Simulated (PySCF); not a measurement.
PySCF input file for C2H4OSi, SMILES C(#C)[SiH2]O, PBE-D3(BJ)/def2-SVP. 

```python
import numpy as np
from pyscf import gto, scf, dft
from pyscf.geomopt import geometric_solver

mol = gto.M(
    atom='''
    Si   -0.74754960   -0.16209170    0.25176206
    O    -1.17713979    1.18613459   -0.55205610
    C     1.07093717   -0.48883336    0.07386902
    C     2.24770440   -0.70330404   -0.04353052
    H    -1.53510036   -1.18010681   -0.42761208
    H    -1.01640338   -0.02092949    1.68653395
    H    -0.75550747    2.02688316   -0.40254904
    H     3.27797468   -0.89281537   -0.14662384
    ''',
    basis='def2-SVP',
    charge=0,
    spin=0,
    max_memory=1600,
    verbose=3,
)
mf = dft.RKS(mol, xc='pbe').density_fit(auxbasis='def2-universal-jkfit')
mf.disp = 'd3bj'
mf.grids.level = 3
mf.conv_tol = 1e-9
mf.max_cycle = 100
mf.kernel()
grad = mf.nuc_grad_method()
grad.grid_response = mol.nao <= 150
conv, mol_eq = geometric_solver.kernel(grad, convergence_set='GAU_TIGHT', maxsteps=100)
print(mol_eq.tostring(format='xyz'))
mf.reset(mol_eq)
mf.kernel()
```

Output:

```
[...]
   O  -1.199975   1.241405  -0.602291   -0.000352  0.000120  0.000463
   C   1.043945  -0.489521   0.063335    0.000004  0.000427 -0.000056
   C   2.250803  -0.694383  -0.050370   -0.000038  0.000257 -0.000114
   H  -1.545971  -1.255923  -0.383394    0.000111 -0.000075  0.000124
   H  -1.052014  -0.045658   1.707685   -0.000243 -0.000455  0.000104
   H  -0.685433   2.036336  -0.377976    0.000632 -0.000194 -0.000715
   H   3.312234  -0.881902  -0.151975   -0.000095 -0.000120  0.000091
converged SCF energy = -442.763775773491
--------------- DFRKS_Scanner gradients ---------------
         x                y                z
0 Si     0.0000451813     0.0000368856    -0.0000250608
1 O     0.0000147924    -0.0000107213     0.0000060711
2 C    -0.0000151842    -0.0000578397    -0.0000038993
3 C     0.0000036577     0.0000408367     0.0000002669
4 H    -0.0000091101     0.0000000114     0.0000130858
5 H    -0.0000147003    -0.0000043525     0.0000024089
6 H    -0.0000168956     0.0000013422     0.0000056501
7 H    -0.0000077412    -0.0000061624     0.0000014772
----------------------------------------------
cycle 11: E = -442.763775773  dE = -7.47029e-08  norm(grad) = 0.000102894
Step   10 : Displace = 4.884e-04/9.470e-04 (rms/max) Trust = 3.000e-01 (=) Grad = 3.638e-05/6.348e-05 (rms/max) E (change) = -442.7637757735 (-7.470e-08) Quality = 1.505
Hessian Eigenvalues: 1.92485e-03 4.69046e-02 4.99973e-02 ... 4.32122e-01 5.70845e-01 1.06657e+00

Geometry optimization cycle 12
Cartesian coordinates (Angstrom)
 Atom        New coordinates             dX        dY        dZ
  Si  -0.758822  -0.145392   0.234978   -0.000148  0.000025  0.000199
   O  -1.200506   1.241549  -0.601684   -0.000531  0.000144  0.000607
   C   1.043916  -0.488759   0.063334   -0.000030  0.000762 -0.000001
   C   2.250688  -0.694048  -0.050477   -0.000116  0.000334 -0.000107
   H  -1.545750  -1.256064  -0.383373    0.000221 -0.000141  0.000021
   H  -1.052228  -0.046239   1.707904   -0.000214 -0.000581  0.000219
   H  -0.684434   2.035942  -0.378987    0.000999 -0.000394 -0.001011
   H   3.312052  -0.882052  -0.151902   -0.000183 -0.000150  0.000073
converged SCF energy = -442.763775854984
--------------- DFRKS_Scanner gradients ---------------
         x                y                z
0 Si     0.0000444864     0.0000253831    -0.0000264669
1 O     0.0000107400    -0.0000094979     0.0000148514
2 C    -0.0000056760    -0.0000375802    -0.0000027081
3 C    -0.0000031901     0.0000413079    -0.0000110015
4 H    -0.0000074490    -0.0000010157     0.0000156205
5 H    -0.0000192123    -0.0000056422     0.0000006432
6 H    -0.0000108422     0.0000010251     0.0000002040
7 H    -0.0000088568    -0.0000139800     0.0000088574
----------------------------------------------
cycle 12: E = -442.763775855  dE = -8.14936e-08  norm(grad) = 9.06212e-05
Step   11 : Displace = 7.203e-04/1.433e-03 (rms/max) Trust = 3.000e-01 (=) Grad = 3.204e-05/5.765e-05 (rms/max) E (change) = -442.7637758550 (-8.149e-08) Quality = 1.366
Hessian Eigenvalues: 1.64833e-03 4.08663e-02 4.99977e-02 ... 4.30254e-01 5.70440e-01 1.06594e+00

Geometry optimization cycle 13
Cartesian coordinates (Angstrom)
 Atom        New coordinates             dX        dY        dZ
  Si  -0.759002  -0.145396   0.235142   -0.000180 -0.000004  0.000164
   O  -1.200839   1.241611  -0.601358   -0.000333  0.000062  0.000326
   C   1.043862  -0.488246   0.063427   -0.000054  0.000513  0.000093
   C   2.250569  -0.693899  -0.050465   -0.000119  0.000149  0.000011
   H  -1.545598  -1.256156  -0.383477    0.000152 -0.000092 -0.000104
   H  -1.052271  -0.046545   1.708102   -0.000044 -0.000306  0.000198
   H  -0.683718   2.035599  -0.379643    0.000715 -0.000343 -0.000656
   H   3.311913  -0.882032  -0.151935   -0.000139  0.000021 -0.000033
converged SCF energy = -442.76377589387
--------------- DFRKS_Scanner gradients ---------------
         x                y                z
0 Si     0.0000167697     0.0000125107    -0.0000140957
1 O     0.0000070001    -0.0000035409     0.0000101186
2 C    -0.0000009625    -0.0000152628    -0.0000001524
3 C     0.0000061513     0.0000257520    -0.0000131328
4 H    -0.0000034872    -0.0000016801     0.0000074158
5 H    -0.0000101768    -0.0000037225     0.0000018833
6 H    -0.0000053483    -0.0000018248    -0.0000011817
7 H    -0.0000099462    -0.0000122315     0.0000091449
----------------------------------------------
cycle 13: E = -442.763775894  dE = -3.88856e-08  norm(grad) = 4.96404e-05
Step   12 : Displace = 4.771e-04/9.929e-04 (rms/max) Trust = 3.000e-01 (=) Grad = 1.755e-05/2.955e-05 (rms/max) E (change) = -442.7637758939 (-3.889e-08) Quality = 1.281
Hessian Eigenvalues: 1.63953e-03 3.89467e-02 4.99980e-02 ... 4.27310e-01 5.70075e-01 1.06398e+00

Geometry optimization cycle 14
Cartesian coordinates (Angstrom)
 Atom        New coordinates             dX        dY        dZ
  Si  -0.759111  -0.145427   0.235220   -0.000109 -0.000031  0.000078
   O  -1.200915   1.241604  -0.601294   -0.000076 -0.000006  0.000064
   C   1.043804  -0.488119   0.063533   -0.000058  0.000127  0.000106
   C   2.250489  -0.693899  -0.050392   -0.000080 -0.000000  0.000073
   H  -1.545576  -1.256184  -0.383560    0.000022 -0.000028 -0.000083
   H  -1.052257  -0.046592   1.708188    0.000015 -0.000047  0.000086
   H  -0.683382   2.035415  -0.379880    0.000336 -0.000184 -0.000237
   H   3.311863  -0.881862  -0.152021   -0.000050  0.000170 -0.000087
converged SCF energy = -442.763775906593
--------------- DFRKS_Scanner gradients ---------------
         x                y                z
0 Si    -0.0000026514    -0.0000026409     0.0000009914
1 O     0.0000023755    -0.0000013879     0.0000020898
2 C     0.0000016222    -0.0000024489     0.0000001150
3 C    -0.0000125030     0.0000135713    -0.0000054567
4 H     0.0000018138     0.0000018759     0.0000010664
5 H     0.0000002911    -0.0000009045    -0.0000026931
6 H     0.0000002357     0.0000007508     0.0000005204
7 H     0.0000088161    -0.0000088158     0.0000033670
----------------------------------------------
cycle 14: E = -442.763775907  dE = -1.27228e-08  norm(grad) = 2.4282e-05
Step   13 : Displace = 2.003e-04/4.310e-04 (rms/max) Trust = 3.000e-01 (=) Grad = 8.585e-06/1.924e-05 (rms/max) E (change) = -442.7637759066 (-1.272e-08) Quality = 1.276
Hessian Eigenvalues: 1.72665e-03 3.77690e-02 4.99941e-02 ... 4.29784e-01 5.70792e-01 1.06251e+00

Geometry optimization cycle 15
Cartesian coordinates (Angstrom)
 Atom        New coordinates             dX        dY        dZ
  Si  -0.759124  -0.145435   0.235228   -0.000013 -0.000008  0.000008
   O  -1.200900   1.241580  -0.601343    0.000015 -0.000024 -0.000049
   C   1.043803  -0.488154   0.063590   -0.000001 -0.000035  0.000057
   C   2.250488  -0.693951  -0.050335   -0.000001 -0.000052  0.000057
   H  -1.545587  -1.256192  -0.383575   -0.000011 -0.000008 -0.000015
   H  -1.052262  -0.046543   1.708200   -0.000006  0.000050  0.000012
   H  -0.683369   2.035386  -0.379904    0.000014 -0.000029 -0.000025
   H   3.311866  -0.881755  -0.152067    0.000003  0.000107 -0.000046
converged SCF energy = -442.763775908985
--------------- DFRKS_Scanner gradients ---------------
         x                y                z
0 Si    -0.0000055265     0.0000025922     0.0000003499
1 O     0.0000026144     0.0000008372     0.0000012496
2 C     0.0000019758    -0.0000006257     0.0000004320
3 C    -0.0000020311     0.0000033836    -0.0000017979
4 H     0.0000006088     0.0000000621    -0.0000020121
5 H     0.0000019227    -0.0000006174     0.0000004395
6 H    -0.0000011553    -0.0000030571     0.0000003686
7 H     0.0000015913    -0.0000025748     0.0000009705
----------------------------------------------
cycle 15: E = -442.763775909  dE = -2.39208e-09  norm(grad) = 9.96916e-06
Step   14 : Displace = 5.861e-05/1.144e-04 (rms/max) Trust = 3.000e-01 (=) Grad = 3.525e-06/6.114e-06 (rms/max) E (change) = -442.7637759090 (-2.392e-09) Quality = 1.195
Hessian Eigenvalues: 1.72197e-03 3.58249e-02 4.65256e-02 ... 4.34846e-01 5.77219e-01 1.06270e+00

Geometry optimization cycle 16
Cartesian coordinates (Angstrom)
 Atom        New coordinates             dX        dY        dZ
  Si  -0.759118  -0.145447   0.235228    0.000005 -0.000012 -0.000000
   O  -1.200885   1.241558  -0.601378    0.000015 -0.000022 -0.000035
   C   1.043805  -0.488184   0.063615    0.000002 -0.000031  0.000025
   C   2.250493  -0.693966  -0.050306    0.000006 -0.000015  0.000029
   H  -1.545596  -1.256209  -0.383550   -0.000009 -0.000017  0.000025
   H  -1.052290  -0.046506   1.708190   -0.000028  0.000036 -0.000010
   H  -0.683371   2.035377  -0.379925   -0.000003 -0.000008 -0.000021
   H   3.311878  -0.881687  -0.152081    0.000012  0.000068 -0.000013
converged SCF energy = -442.763775909748
--------------- DFRKS_Scanner gradients ---------------
         x                y                z
0 Si    -0.0000018261    -0.0000012504     0.0000014972
1 O    -0.0000023740     0.0000004930    -0.0000017677
2 C    -0.0000010986     0.0000003386     0.0000003737
3 C     0.0000079726    -0.0000015868    -0.0000007603
4 H    -0.0000003960    -0.0000003708    -0.0000018600
5 H     0.0000007855    -0.0000001151     0.0000006506
6 H     0.0000017237     0.0000018050     0.0000015852
7 H    -0.0000047872     0.0000006865     0.0000002813
----------------------------------------------
cycle 16: E = -442.76377591  dE = -7.62839e-10  norm(grad) = 1.10127e-05
Step   15 : Displace = 3.290e-05/6.133e-05 (rms/max) Trust = 3.000e-01 (=) Grad = 3.894e-06/8.164e-06 (rms/max) E (change) = -442.7637759097 (-7.628e-10) Quality = 1.790
Hessian Eigenvalues: 1.72761e-03 2.60015e-02 4.10652e-02 ... 4.83620e-01 6.15346e-01 1.08744e+00

Geometry optimization cycle 17
Cartesian coordinates (Angstrom)
 Atom        New coordinates             dX        dY        dZ
  Si  -0.759112  -0.145452   0.235230    0.000006 -0.000006  0.000002
   O  -1.200877   1.241534  -0.601404    0.000008 -0.000024 -0.000026
   C   1.043805  -0.488196   0.063632   -0.000000 -0.000011  0.000017
   C   2.250495  -0.693962  -0.050286    0.000001  0.000004  0.000021
   H  -1.545592  -1.256225  -0.383519    0.000004 -0.000016  0.000031
   H  -1.052313  -0.046485   1.708184   -0.000023  0.000021 -0.000007
   H  -0.683379   2.035368  -0.379970   -0.000008 -0.000010 -0.000045
   H   3.311890  -0.881644  -0.152074    0.000012  0.000042  0.000007
converged SCF energy = -442.763775909519
--------------- DFRKS_Scanner gradients ---------------
         x                y                z
0 Si     0.0000000938     0.0000004365    -0.0000006329
1 O     0.0000003386    -0.0000001931     0.0000010156
2 C    -0.0000003025    -0.0000000767    -0.0000002610
3 C    -0.0000043024    -0.0000005612     0.0000012179
4 H     0.0000005057     0.0000009655    -0.0000003596
5 H     0.0000001789    -0.0000006156    -0.0000006831
6 H     0.0000000179    -0.0000000253     0.0000006904
7 H     0.0000034700     0.0000000699    -0.0000009871
----------------------------------------------
cycle 17: E = -442.76377591  dE = 2.28908e-10  norm(grad) = 6.16043e-06
Step   16 : Displace = 1.692e-05/2.903e-05 (rms/max) Trust = 3.000e-01 (=) Grad = 2.178e-06/4.507e-06 (rms/max) E (change) = -442.7637759095 (+2.289e-10) Quality = -1.186
Hessian Eigenvalues: 1.72761e-03 2.60015e-02 4.10652e-02 ... 4.83620e-01 6.15346e-01 1.08744e+00
Converged! =D

8
XYZ from PySCF
Si         -0.75911242       -0.14545241        0.23523001
O          -1.20087655        1.24153412       -0.60140417
C           1.04380454       -0.48819577        0.06363233
C           2.25049469       -0.69396212       -0.05028553
H          -1.54559191       -1.25622485       -0.38351862
H          -1.05231328       -0.04648514        1.70818369
H          -0.68337907        2.03536757       -0.37997016
H           3.31188965       -0.88164443       -0.15207410
converged SCF energy = -442.763775910016
```

The run converged.
